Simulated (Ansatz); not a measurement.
One change: `C[SiH2][N](C)[AlH2]` becomes `C[SiH2]N(C)C`.

Ansatz, PBE0-D4/def2-TZVP geometries, multiplicity 1. Each molecule was computed in one conformer, which needn't be the lowest.

| property | `C[SiH2][N](C)[AlH2]` |
| --- | --- |
| HOMO–LUMO gap (PBE/def2-TZVPP) / eV | 4.23 |
| size of the dipole moment (PBE/def2-TZVPP) / D | 1.29 |
| HOMO–LUMO gap (B3LYP/def2-TZVPP) / eV | 5.78 |
| LUMO energy (PBE/def2-TZVPP) / eV | -1.65 |
| LUMO energy (PBE0/def2-TZVPP) / eV | -0.89 |
| HOMO energy (ωB97M-V/def2-TZVPP) / eV | -9.37 |

Task: What does the change do to each property? (An estimate is asked.)

Result: Ansatz gave: 
| property | `C[SiH2]N(C)C` | shift |
| --- | --- | --- |
| HOMO–LUMO gap (PBE/def2-TZVPP) / eV | 5.17 | 0.94 |
| size of the dipole moment (PBE/def2-TZVPP) / D | 0.84 | -0.45 |
| HOMO–LUMO gap (B3LYP/def2-TZVPP) / eV | 6.83 | 1.05 |
| LUMO energy (PBE/def2-TZVPP) / eV | 0.22 | 1.87 |
| LUMO energy (PBE0/def2-TZVPP) / eV | 1.04 | 1.93 |
| HOMO energy (ωB97M-V/def2-TZVPP) / eV | -8.56 | 0.81 |

With PBE0 the HOMO rises by 0.84 eV and the LUMO rises by 1.93 eV, so the gap widens by about 1.09 eV. PBE moves the HOMO by 0.92 eV and ωB97M-V by 0.81 eV. Dipoles are sizes alone; their direction can turn.

B3LYP here is the variant with VWN-RPA as its local correlation; programs differ in this.
